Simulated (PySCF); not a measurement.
From one molecule to another.

First species: C5H11ClOSi2.
SMILES: `C=C/C(=C/[SiH2]OC)[SiH2]Cl`

Second species: 1-azetine, C₃H₅N.
Structure used (GFN2-xTB), in Å, numbered top down from 1:
```
atom  x, y, z in Å
C1     1.112   -0.269    0.157
N2     0.328   -1.192    0.567
C3    -0.862   -0.418    0.168
C4     0.086    0.700   -0.329
H5     2.188   -0.257    0.185
H6    -1.450   -0.924   -0.596
H7    -1.496   -0.165    1.016
H8     0.078    0.887   -1.402
H9     0.029    1.644    0.209
```

Levels: PBE0/pcSseg-1 for dipole moment, HOMO energy, LUMO energy and HOMO–LUMO gap; GFN2-xTB for rotational constant A and rotational constant C. Geometries: GFN2-xTB. Each species is one conformer at its optimised geometry, gas phase, non-relativistic unless stated; the electronic structure was computed with PySCF and density fitting.

The conformers computed, where there is a choice (atom-mapped SMILES and torsion angles):
- `[CH2:1]=[CH:2]/[C:3](=[CH:4]/[SiH2:5][O:6][CH3:7])[SiH2:8][Cl:9]`: C1–C2–C3–C4 165°, C3–C4–Si5–O6 174°, C4–Si5–O6–C7 -179°, C2–C3–Si8–Cl9 86°

(1) Which of the two has the higher HOMO–LUMO gap, and by how much?

(2) Which of the two has the higher rotational constant A, and by how much?

(3) Which of the two has the higher LUMO energy, and by how much?

(4) Which of the two has the higher dipole moment, and by how much?

(5) Which has the higher HOMO energy?

(6) Which has the higher rotational constant C?

Answers

(1) The second: 7.29 eV against 5.55 eV, a difference of 1.74 eV.

(2) The second: 14.049 GHz against 1.487 GHz, a difference of 12.562 GHz.

(3) The second: -0.01 eV against -1.58 eV, a difference of 1.57 eV.

(4) The second: 2.42 D against 1.66 D, a difference of 0.76 D.

(5) The first: -7.13 eV against -7.30 eV, a difference of 0.17 eV.

(6) The second: 7.426 GHz against 0.399 GHz, a difference of 7.027 GHz.

On the first: In atomic units the dipole is 0.65 e·bohr (1 au = 2.5417 D).

On the second: The dipole equals about 8.1 × 10⁻³⁰ C·m (1 D = 3.33564 × 10⁻³⁰ C·m).
